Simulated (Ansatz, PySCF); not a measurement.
Molecule: GeH2, charge 0, multiplicity 1. SMILES: [GeH2]
Coordinates optimised at B3LYP-D3(BJ)/def2-TZVP (Ansatz, a program for electronic structure):
```
Ge
H 1 1.5993
H 1 1.5993 2 90.65
```
Charge 0, spin multiplicity 1.

Wanted: atomisation energy (electronic, to ground-state atoms), in eV. Valence correlation only, unless marked. UHF or UKS for open shells. Spin-orbit coupling is left out. The frozen core is the preceding noble-gas configuration, with the filled d and f shells of earlier blocks. No relativistic terms. The coupled-cluster limit lacks core correlation, which all-electron functionals hold. Basis-set limits of correlation are two-point, X^-3; Hartree-Fock from the larger set (for Q and 5 zeta extrapolated as (X+1)exp(-9√X)).

```csv
level,program,atomisation energy (eV)
HF/cc-pV5Z,Ansatz,4.23
HF-D4/def2-TZVPD,PySCF + dftd4,4.33
```

Task: Estimate the value at CCSD(T)/CBS(cc-pVQZ,cc-pV5Z) as computed with Ansatz.

Result: 6.13 eV, so HF-D4/def2-TZVPD differs from it by -1.80 eV.
